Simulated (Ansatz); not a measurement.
A calculation with Ansatz (development build ahead of 0.2.0).

```yaml
crystal:
  periodic: [false, false, false]
  atoms:
    - { symbol: F, position_ang: [0.0, 0.0, 0.0] }
basis:
  gaussian: { orbitals: cc-pVTZ }
total_charge: -1
hamiltonian:
  xc: hf
correlation:
  method: mp2
  frozen_orbitals: { F: 1 }
```

The input is written out in the form of the current development build from the run's settings.

Results

```yaml
Converged: yes
Reference_energy: -99.42430 hartree
Correlation_energy: -0.26909 hartree
Total_energy: -99.69339 hartree
Spin_squared_of_the_determinant: 0.000
```

Caution: no diffuse functions for an anion.
